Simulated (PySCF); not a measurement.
Isomers of C7H11N3, mass 137.095 u with the commonest isotopes. Method used: PBE0-D3(BJ)/def2-SVP geometry optimisation, gas phase (PySCF). One conformer each, none proved a minimum here; rigid rotors.

**Question.** Order these by rotational constant C, smallest first.
A. `CC(C)(C)C1=NN=NC=C1`
B. `CN(c1cnncc1C)C`
C. `[CH2:1]=[CH:2][c:3]1[n:4][n:5][nH:6][c:7]1[CH:8]([CH3:9])[CH3:10]` with C1–C2–C3–N4 0°, N6–C7–C8–C9 68°

**Answer.** C (781.9 MHz), B (817.9 MHz), A (867.1 MHz).

**Question.** Order these by out-of-plane moment Σ m c² = (Ia + Ib − Ic)/2, largest first.
A. `[CH2:1]=[CH:2][c:3]1[n:4][n:5][nH:6][c:7]1[CH:8]([CH3:9])[CH3:10]` with C1–C2–C3–N4 0°, N6–C7–C8–C9 68°
B. `n1cc(c(cn1)N(C)C)C`
C. `CC(C)(c1nnncc1)C`

**Answer.** C (55.36 u·Å²), A (54.37 u·Å²), B (22.73 u·Å²).

**Question.** Order these by rotational constant A, largest first.
A. `CC(C)(C)c1nnncc1`
B. `CC1=C(N(C)C)C=NN=C1`
C. `[CH2:1]=[CH:2][c:3]1[n:4][n:5][nH:6][c:7]1[CH:8]([CH3:9])[CH3:10]` with C1–C2–C3–N4 0°, N6–C7–C8–C9 68°

**Answer.** A (2672 MHz), B (2147 MHz), C (2008 MHz).

| SMILES | point group | Ia (u·Å²) | Ib (u·Å²) | Ic (u·Å²) | κ | μa (D) | μb (D) | μc (D) |
| --- | --- | --- | --- | --- | --- | --- | --- | --- |
| Cc1cnncc1N(C)C | C1 | 235.38 | 427.99 | 617.90 | -0.45 | 5.24 | 2.37 | 0.14 |
| CC(C)(C)c1ccnnn1 | – | 189.17 | 504.41 | 582.86 | -0.85 | 3.05 | 3.93 | 0.01 |
| C=Cc1nn[nH]c1C(C)C | near Cs | 251.64 | 503.43 | 646.34 | -0.64 | 4.52 | 1.99 | 0.09 |
